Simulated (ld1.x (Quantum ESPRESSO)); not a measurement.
**u(r) = r·R(r): atom against pseudo-atom (S)**

Columns: radius, all-electron u(r) and pseudo u(r) of the 2p shell (level -156.50 eV) of sulfur in the configuration [He] 2s2 2p6 3s2 3p4; Wu–Cohen, scalar-relativistic, ultrasoft scheme, ld1.x (Quantum ESPRESSO) 7.5.

| r (bohr) | all-electron | pseudo |
| --- | --- | --- |
| 0.040 | 0.1536 | 0.0239 |
| 0.080 | 0.4525 | 0.0933 |
| 0.120 | 0.7611 | 0.2022 |
| 0.160 | 1.0227 | 0.3410 |
| 0.200 | 1.2190 | 0.4978 |
| 0.240 | 1.3501 | 0.6595 |
| 0.280 | 1.4233 | 0.8133 |
| 0.320 | 1.4487 | 0.9477 |
| 0.360 | 1.4368 | 1.0538 |
| 0.400 | 1.3972 | 1.1257 |
| 0.440 | 1.3380 | 1.1615 |
| 0.480 | 1.2657 | 1.1624 |
| 0.520 | 1.1855 | 1.1327 |
| 0.560 | 1.1012 | 1.0791 |
| 0.600 | 1.0159 | 1.0093 |
| 0.640 | 0.9317 | 0.9309 |
| 0.680 | 0.8501 | 0.8504 |
| 0.720 | 0.7724 | 0.7724 |
| 0.760 | 0.6991 | 0.6991 |
| 0.800 | 0.6307 | 0.6307 |
| 0.840 | 0.5675 | 0.5675 |
| 0.880 | 0.5093 | 0.5093 |
| 0.920 | 0.4561 | 0.4561 |
| 0.960 | 0.4077 | 0.4077 |
| 1.000 | 0.3639 | 0.3639 |
| 1.040 | 0.3242 | 0.3242 |

(1) How many radial nodes do the two functions have?

(2) At about which radius was the pseudo-wave matched?

(3) Is the pseudo-wave norm-conserving?

Results:

(1) The all-electron 2p function has n − l − 1 = 0; the pseudo-wave has 0.

(2) 0.75 bohr. The columns agree to 0.0005 from 0.68 bohr on; several derivatives are matched, so the curves merge somewhat inside the radius.

(3) No, it belongs to an ultrasoft set: the norm inside the radius is not constrained, and the difference is carried by the augmentation charge.
